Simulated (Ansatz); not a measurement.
Energy needed to pull apart BH3S2O (SMILES OB(S)S), singlet, into free ground-state atoms, from the structure below (displaced at random from its PBE0-D4/def2-TZVP minimum); no zero-point or spin–orbit terms; open-shell atoms are treated unrestricted, in their ground-state multiplicity.

```xyz
7
angstrom
O -1.2856 0.6491 0.3702
B -0.1351 0.1488 0.2807
S 0.8714 -0.3228 1.9284
S 0.7438 -0.4058 -1.2382
H -1.8612 0.9784 -0.4806
H 1.7958 -1.0513 1.3528
H -0.3032 0.0113 -2.2532
```

Program: Ansatz 0.2.0. Basis: def2-TZVPP. Cores are frozen in the correlated methods.

```csv
method,atomization energy (eV)
PBE-D4,25.95
r2SCAN-D4,?
PBE0-D4,?
wB97M-V,25.39
HF,17.46
MP2,24.96
CCSD,23.77
CCSD(T),24.30
```

(1) What does r2SCAN-D4 give? (To be estimated.)

(2) What does PBE0-D4 give? (Judge from chemistry; the value comes from the calculation.)

No T1 diagnostic of these runs exceeds 0.014.

Answers

(1) The calculation gives: 25.47 eV, which is about 1.17 eV more than CCSD(T)/def2-TZVPP.

(2) The calculation gives: 25.23 eV, which is about 0.93 eV more than CCSD(T)/def2-TZVPP.

In triple zeta the MP2 and coupled-cluster atomization energies are still short of their basis limit by a few kcal/mol a bond, whereas those of the functionals are nearly converged, so these differences are not deviations from converged CCSD(T).

For scale, one of the runs: CCSD(T)/def2-TZVPP forces, 188 basis functions (an equivalent command: `ansatz run in.yaml --threads 4`). Time: 120 s of wall clock on 4 CPU threads; the host was shared. Peak host memory: 3.6 GiB.
